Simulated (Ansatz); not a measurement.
`C[Si](C)(C)[Se][Si](Cl)(Cl)Cl`, relaxed with RKS PBE0-D4/def2-TZVP in Ansatz 0.2.0 from a PBE-D4/def2-SVP geometry. The force threshold is 0.005 eV/Å; the program also tests the step.

The species carries charge 0 and has multiplicity 1.

Start:

```xyz
18

C     0.783    1.059   -1.572
Si    0.033    0.655    0.107
C    -0.441    2.218    1.050
C     1.169   -0.442    1.132
Se   -2.060   -0.375   -0.251
Si   -1.390   -2.501   -0.540
Cl   -2.985   -3.565   -1.311
Cl    0.213   -2.698   -1.854
Cl   -0.809   -3.444    1.215
H     1.752    1.585   -1.440
H     0.963    0.131   -2.150
H     0.109    1.711   -2.162
H     0.471    2.822    1.242
H    -0.905    1.973    2.026
H    -1.150    2.846    0.473
H     2.078    0.139    1.397
H     0.680   -0.775    2.068
H     1.490   -1.340    0.570
```

Problem. How much energy does the relaxation release, and in how many steps? (Estimate.)

Solution. Computed: 2.17 kcal/mol, in 11 steps, 3 of them rejected.

Problem. Which bonds change most? (Best estimate.)

Solution. The calculation gave: Si6–Cl8 from 2.082 to 2.046 Å; Si6–Cl9 from 2.075 to 2.042 Å; Si6–Cl7 from 2.066 to 2.036 Å; Si2–Se5 from 2.359 to 2.330 Å.

Problem. Give the relaxed structure. (Best estimate.)

Solution. Computed: 
```xyz
18

C     0.782    1.046   -1.546
Si    0.042    0.641    0.115
C    -0.439    2.196    1.030
C     1.182   -0.418    1.140
Se   -2.021   -0.391   -0.213
Si   -1.396   -2.501   -0.553
Cl   -2.992   -3.503   -1.322
Cl    0.165   -2.695   -1.862
Cl   -0.833   -3.464    1.157
H     1.718    1.597   -1.413
H     0.997    0.140   -2.116
H     0.101    1.665   -2.134
H     0.446    2.816    1.197
H    -0.880    1.963    2.001
H    -1.160    2.786    0.460
H     2.084    0.159    1.370
H     0.716   -0.714    2.081
H     1.490   -1.322    0.610
```
